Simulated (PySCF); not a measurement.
C2H3NO, SMILES `[H]/N=C1\CO1`, neutral singlet in the gas phase. 

Z-matrix (Å, degrees):
```
C
N 1 1.2465
H 2 1.0164 1 111.26
O 1 1.3353 2 135.69 3 179.99
C 1 1.4438 2 159.12 3 -0.01
H 5 1.0838 1 120.53 2 -81.31
H 5 1.0838 6 116.73 4 135.88
```
Charge 0, spin multiplicity 1.

All levels are single points at this geometry (B3LYP-D3(BJ)/def2-TZVP); Pople sets use spherical d functions. Orbital energies aren't observables, and empty levels follow the basis.

M06-2X/def2-TZVP in PySCF gives gap (eV) = 10.87.

**Question.** Estimate the gap (eV) from each of these levels: B3LYP-D3(BJ)/def2-TZVP in PySCF; PBE-D3(BJ)/def2-TZVP in PySCF; B3LYP/6-311+G** in PySCF; B3LYP/6-31G* in PySCF; BP86/6-31G* in PySCF; HF/3-21G in PySCF; HF/6-31G* in PySCF; HF/STO-3G in PySCF.

**Answer.** 
```json
[
 {"level": "B3LYP-D3(BJ)/def2-TZVP in PySCF", "gap (eV)": "7.92"},
 {"level": "PBE-D3(BJ)/def2-TZVP in PySCF", "gap (eV)": "5.83"},
 {"level": "B3LYP/6-311+G** in PySCF", "gap (eV)": "7.70"},
 {"level": "B3LYP/6-31G* in PySCF", "gap (eV)": "8.01"},
 {"level": "BP86/6-31G* in PySCF", "gap (eV)": "5.90"},
 {"level": "HF/3-21G in PySCF", "gap (eV)": "16.36"},
 {"level": "HF/6-31G* in PySCF", "gap (eV)": "16.63"},
 {"level": "HF/STO-3G in PySCF", "gap (eV)": "17.45"}
]
```
